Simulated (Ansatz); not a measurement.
```yaml
crystal:
  periodic: [false, false, false]
  atoms:
    - {symbol: C, position_ang: [-1.932169, -0.228957, -0.777445]}
    - {symbol: N, position_ang: [-0.624819, -0.784811, -0.408357]}
    - {symbol: B, position_ang: [0.295349, 0.144657, 0.600091]}
    - {symbol: C, position_ang: [0.639642, 1.515755, -0.173482]}
    - {symbol: C, position_ang: [1.585689, -0.760897, 0.943393]}
    - {symbol: H, position_ang: [-1.776720, 0.699205, -1.323165]}
    - {symbol: H, position_ang: [-2.476556, -0.003634, 0.138247]}
    - {symbol: H, position_ang: [-2.507296, -0.923562, -1.392595]}
    - {symbol: H, position_ang: [-0.075711, -0.970488, -1.244711]}
    - {symbol: H, position_ang: [-0.747314, -1.679767, 0.056681]}
    - {symbol: H, position_ang: [-0.443002, 0.304176, 1.563887]}
    - {symbol: H, position_ang: [-0.224923, 2.151596, -0.095846]}
    - {symbol: H, position_ang: [-0.224923, 2.151596, -0.395846]}
    - {symbol: H, position_ang: [1.306766, 2.123664, 0.445915]}
    - {symbol: H, position_ang: [2.230016, -0.241259, 1.659094]}
    - {symbol: H, position_ang: [1.342300, -1.728137, 1.403509]}
    - {symbol: H, position_ang: [2.213713, -0.968558, 0.064807]}
basis:
  gaussian: {orbitals: x2c-TZVPPall, fitting: {mean_field: cc-pVTZ-jkfit}}
hamiltonian: {xc: {name: B3LYP5}}
output: {forces: true}
```

```sh
$ ansatz run in.yaml --threads 4 --pin off --events-out ev --progress --plain --max-ram 11315MiB
```

It prints (some lines left out):

```
Functional definition: B3LYP5
755 factors; integrals over basis functions are off by at most 6.7e-1 eV
mean field evaluation 1: about -5439.1946 eV, gradient 8.4e1 eV
mean field evaluation 2: about -5422.5357 eV, gradient 1.1e2 eV
mean field evaluation 4: about -5455.3981 eV, gradient 6.5e0 eV
mean field evaluation 8: about -5455.4985 eV, gradient 1.1e-1 eV
mean field evaluation 16: about -5455.4985 eV, gradient 1.4e-5 eV
mean field -5455.49853200 eV, -200.4858731814 hartree, gradient 1.4e-5 eV, S^2 0.000000; 0 other end points of the search recorded, 0 dependent functions left out
reference -5455.49883928 eV, -200.4858844737 hartree; 21, 21 occupied and 302, 302 virtual orbitals, 755 factors
Total energy: -5455.49883928 eV, -200.4858844737 hartree
Relativity: scalar
Atom 0 at    -1.932169    -0.228957    -0.777445 Å, force    -0.273566     0.064496     0.020415 eV/Å
Atom 1 at    -0.624819    -0.784811    -0.408357 Å, force     0.097672    -0.319563    -0.024276 eV/Å
Atom 2 at     0.295349     0.144657     0.600091 Å, force    -0.598547     0.461683     0.074639 eV/Å
Atom 3 at     0.639642     1.515755    -0.173482 Å, force     4.513128    -3.378322     0.012991 eV/Å
Atom 4 at     1.585689    -0.760897     0.943393 Å, force     0.299095     0.259249    -0.049028 eV/Å
Atom 5 at    -1.776720     0.699205    -1.323165 Å, force     0.012987    -0.054401    -0.104175 eV/Å
Atom 6 at    -2.476556    -0.003634     0.138247 Å, force    -0.019269    -0.056593    -0.024531 eV/Å
Atom 7 at    -2.507296    -0.923562    -1.392595 Å, force     0.008891     0.089279     0.008165 eV/Å
Atom 8 at    -0.075711    -0.970488    -1.244711 Å, force     0.076860     0.121220    -0.065008 eV/Å
Atom 9 at    -0.747314    -1.679767     0.056681 Å, force    -0.055394    -0.028815     0.017046 eV/Å
Atom 10 at    -0.443002     0.304176     1.563887 Å, force    -0.118502    -0.286438     0.069229 eV/Å
Atom 11 at    -0.224923     2.151596    -0.095846 Å, force    -2.554373     1.703642   118.169303 eV/Å
Atom 12 at    -0.224923     2.151596    -0.395846 Å, force    -1.041173     1.058783  -117.656755 eV/Å
Atom 13 at     1.306766     2.123664     0.445915 Å, force    -0.235112     0.284218    -0.479495 eV/Å
Atom 14 at     2.230016    -0.241259     1.659094 Å, force     0.021618    -0.057720     0.001075 eV/Å
Atom 15 at     1.342300    -1.728137     1.403509 Å, force    -0.079844     0.111823    -0.029636 eV/Å
Atom 16 at     2.213713    -0.968558     0.064807 Å, force    -0.054470     0.027456     0.060041 eV/Å
Dipole moment:    -0.845947    -0.357550    -0.344869 e Å
```

In this input one atom was put on top of another. Self-consistency was reached. The result belongs to that input, not to the molecule as meant.
